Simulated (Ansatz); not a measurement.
Geometry optimisation of TaSi₂⁺.

```yaml
crystal:
  periodic: [false, false, false]
  atoms:
    - {symbol: Ta, position_ang: [-0.239470, 1.444750, 0.216360]}
    - {symbol: Si, position_ang: [0.911860, -0.456630, -1.003960]}
    - {symbol: Si, position_ang: [-0.672380, -0.988120, 0.787600]}
basis:
  gaussian: {orbitals: def2-TZVP}
total_charge: 1
hamiltonian: {xc: {name: B3LYP}, dispersion: d4}
scf: {lower_state_search: "off"}
output: {orbitals: {seedname: orbitals}}
relax: {f_tol: 0.02, max_steps: 100}
```

```sh
$ ansatz run in.yaml --threads 4 --pin off --events-out ev --progress --plain --max-ram 3916MiB
```

It prints (some lines left out):

```
Functional definition: B3LYP
mean field -17296.37587841 eV, -635.6300896269 hartree, gradient 8.9e-7 eV, S^2 0.000000; 0 other end points of the search recorded, 0 dependent functions left out
relax step   1: F+E_penalty+E_count = -17296.59663243 eV  Δ(F+E_penalty+E_count) = +0.000e0 eV  max|allowed force component| = 2.627e0 eV/Å  Δτ_max = 0.0000 Å  (85 SCF iters, accepted)
mean field -17296.41075519 eV, -635.6313713249 hartree, gradient 2.3e-6 eV, S^2 0.000000; 0 other end points of the search recorded, 0 dependent functions left out
relax step   2: F+E_penalty+E_count = -17296.63191877 eV  Δ(F+E_penalty+E_count) = -3.529e-2 eV  max|allowed force component| = 3.442e0 eV/Å  Δτ_max = 0.1951 Å  (54 SCF iters, accepted)
mean field -17296.62803409 eV, -635.6393561773 hartree, gradient 9.5e-6 eV, S^2 0.000000; 0 other end points of the search recorded, 0 dependent functions left out
relax step   3: F+E_penalty+E_count = -17296.84908463 eV  Δ(F+E_penalty+E_count) = -2.172e-1 eV  max|allowed force component| = 2.895e-1 eV/Å  Δτ_max = 0.0804 Å  (47 SCF iters, accepted)
mean field -17296.63002152 eV, -635.6394292139 hartree, gradient 2.9e-6 eV, S^2 0.000000; 0 other end points of the search recorded, 0 dependent functions left out
relax step   4: F+E_penalty+E_count = -17296.85105880 eV  Δ(F+E_penalty+E_count) = -1.974e-3 eV  max|allowed force component| = 1.614e-2 eV/Å  Δτ_max = 0.0086 Å  (42 SCF iters, accepted)
mean field -17296.63003418 eV, -635.6394296793 hartree, gradient 2.0e-6 eV, S^2 0.000000; 0 other end points of the search recorded, 0 dependent functions left out
relax step   5: F+E_penalty+E_count = -17296.85107229 eV  Δ(F+E_penalty+E_count) = -1.350e-5 eV  max|allowed force component| = 5.742e-3 eV/Å  Δτ_max = 0.0007 Å  (38 SCF iters, accepted)
mean field -17296.63003814 eV, -635.6394298249 hartree, gradient 1.9e-6 eV, S^2 0.000000; 0 other end points of the search recorded, 0 dependent functions left out
relax step   6: F+E_penalty+E_count = -17296.85108038 eV  Δ(F+E_penalty+E_count) = -8.085e-6 eV  max|allowed force component| = 4.206e-3 eV/Å  Δτ_max = 0.0010 Å  (35 SCF iters, accepted)
mean field -17296.63003862 eV, -635.6394298425 hartree, gradient 2.0e-6 eV, S^2 0.000000; 0 other end points of the search recorded, 0 dependent functions left out
relax step   7: F+E_penalty+E_count = -17296.85108256 eV  Δ(F+E_penalty+E_count) = -2.182e-6 eV  max|allowed force component| = 2.315e-3 eV/Å  Δτ_max = 0.0005 Å  (34 SCF iters, accepted)
Total energy: -17296.85127944 eV, -635.6475602925 hartree
Atom 0 at    -0.217418     1.344144     0.195278 Å, force     0.000668    -0.002315    -0.000665 eV/Å
Atom 1 at     0.887017    -0.403887    -0.978046 Å, force    -0.000773     0.001386     0.000815 eV/Å
Atom 2 at    -0.669589    -0.940257     0.782768 Å, force     0.000105     0.000929    -0.000151 eV/Å
Dipole moment:    -0.053991     0.271065     0.050732 e Å
Checks for a lower state left out: stability, starts, cluster_reference, orbital_swaps, neighbouring_geometries, increment
```

Hardware: 4 threads of Arm Neoverse V1 on a shared host. Wall time 10 s.

In the def2 sets Ta takes a core potential; there is no spin–orbit coupling. The restricted singlet is unstable towards broken spin symmetry at other levels; at B3LYP-D4/def2-TZVP this wasn't settled. The relaxation made no stability test and no search for a lower SCF solution. At B3LYP-D4/def2-TZVP a triplet of charge 1 lies 0.64 eV below the restricted singlet, each at its own geometry. The structure comes from a short search, and lower isomers may exist.
